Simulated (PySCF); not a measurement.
Here is a job for PySCF.
```python
from pyscf import gto, scf, dft

mol = gto.M(
    atom='''
C    -0.005518    0.032082    0.612324
C    -0.017105    0.044938   -0.611300
H     0.052121   -0.213586   -1.666241
H     0.083618   -0.248535    1.660100
''',
    basis='3-21g',
    charge=1,
    spin=1,
    verbose=4,
    symmetry=True,
)

mf = dft.UKS(mol)
mf.xc = 'r2scan'
mf.kernel()
mf.analyze()
```

Problem. What <S^2> does R2SCAN/3-21G run with PySCF give?

Solution. 0.754

Problem. What is the computed nuclear repulsion energy (R2SCAN/3-21G)?

Solution. 24.3309 Eh

Problem. Give the number of basis functions at the level R2SCAN/3-21G.

Solution. 22

Problem. What is the computed total energy (R2SCAN/3-21G)?

Solution. -76.429298 Ha

Problem. Predict the HOMO energy from R2SCAN/3-21G.

Solution. -16.70 eV

These values belong to the state on which the SCF converged, which isn't shown to be the lowest.
